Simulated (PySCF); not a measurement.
# Polarisability and C₆ of In(2+) (indium, charge +2)

[Kr] 4d10 5s1, 2S determinant. Calculation: PySCF 2.14, in aug-cc-pwCVTZ-DK3; the spin-free X2C one-electron Hamiltonian (Gaussian nucleus). Coupled (time-dependent) response in atomic units; α is the mean over directions.

```
method  mean α (bohr³)  C₆ (like pair)  S(−4)
M06-2X           12.73           59.98  104.9
  PW91           13.19           63.51  111.0
```

S(−4) is the Cauchy moment in α(ω) = α(0) + S(−4) ω² + …

α(iu) at PW91:

```csv
u (hartree),α(iu) (bohr³)
0,13.19
0.0500,12.92
0.100,12.19
0.200,10.14
0.300,8.248
0.500,5.810
0.750,4.251
1.00,3.364
1.50,2.341
2.00,1.746
3.00,1.078
5.00,0.5185
```

A single London oscillator, α(iu) = α/(1 + u²/ω²), gives C₆ = (3/4) ω α². Matching the computed C₆ needs ω = 4 × 63.51 / (3 × 13.19²) = 0.487 hartree.

For an ion, C₆ is the dispersion term alone; charge-induced terms of lower order in 1/R come first.
